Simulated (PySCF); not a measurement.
B3LYP has the VWN-RPA correlation part, as in Gaussian. 

Z-matrix (Å, degrees):
```
Nb
N 1 1.9873
H 2 1.0258 1 125.12
H 2 1.0259 3 109.72 1 179.96
N 1 2.0206 2 114.61 3 -13.97
H 5 1.0243 1 124.34 2 -110.06
H 5 1.0256 6 110.37 1 162.54
N 1 2.0207 2 114.63 3 166.05
H 8 1.0243 1 124.32 2 -110.04
H 8 1.0257 9 110.37 1 162.55
N 1 2.0349 2 101.07 3 74.02
H 11 1.0263 1 128.84 2 -164.54
H 11 1.0283 12 108.03 7 -146.81
N 1 2.0349 2 101.09 3 -106.00
H 14 1.0262 1 128.87 2 -164.48
H 14 1.0283 15 108.03 10 -146.82
```
Charge 0, spin multiplicity 1.

Q: What dipole moment, charge on the central atom (Mulliken) and HOMO does B3LYP-D3(BJ)/def2-TZVP // PBE-D3(BJ)/def2-SVP (PySCF 2.14.0) give?

A: 
```yaml
dipole_moment: 0.01 D
charge on the central atom (Mulliken): 1.85 e
HOMO: -6.20 eV
```
